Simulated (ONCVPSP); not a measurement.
**iodine, ONCV: configuration errors across variants**

```
Element                 : iodine
Generator               : ONCVPSP 4.0.1
Type                    : optimised norm-conserving Vanderbilt (ONCV)
Functional              : revPBE
Relativity              : non-relativistic
Frozen core             : [Ar] 3d10
Valence charge          : 25
Reference configuration : 4s2 4p6 4d10 5s2 5p5
Partial waves           : 4s+5s: rc 1.40 bohr, ncon 3, nbas 7, qcut 7.3 1/bohr, 2 projectors; 4p+5p: rc 1.10 bohr, ncon 4, nbas 8, qcut 14.9 1/bohr, 2 projectors; 4d: rc 1.30 bohr, ncon 4, nbas 9, qcut 9.6 1/bohr, 2 projectors, debl 1.4 Ha
Local potential         : polynomial inside 0.75 bohr (lpopt 5, dvloc0 0 Ha)
Core correction         : Teter function, fcfact 6, rcfact 1.6
```

In the d channel the program set the typed energies aside and used -1.935, 0.250 Ha.

All-electron excitation energies from the reference (eV): (1) 4s2 4p6 4d10 5s2 5p4 11.132; (2) 4s2 4p6 4d10 5s2 5p3 30.907; (3) 4s2 4p6 4d10 5s2 5p2 60.062; (4) 4s2 4p6 4d10 5s2 5p4.5 4.539.

Errors AE − PS in meV (a dash: test not solved or not reliable):

```json
{"change": "base", "(1)": "+0.1", "(2)": "+0.7", "(3)": "+2.9", "(4)": "0.0", "bound ghosts": "none", "GHOST(+) flags above zero": "s"}
{"change": "s: nproj 3", "(1)": "0.0", "(2)": "+0.1", "(3)": "+0.5", "(4)": "0.0", "bound ghosts": "none", "GHOST(+) flags above zero": "s"}
{"change": "d: nbas 8", "(1)": "+0.1", "(2)": "+0.7", "(3)": "+2.9", "(4)": "0.0", "bound ghosts": "none", "GHOST(+) flags above zero": "s"}
```

Task: Give the same row for: d: rc 1.56.

Result: 0.0, +0.6, +2.3, 0.0; bound ghosts: none; GHOST(+) flags above zero: s.
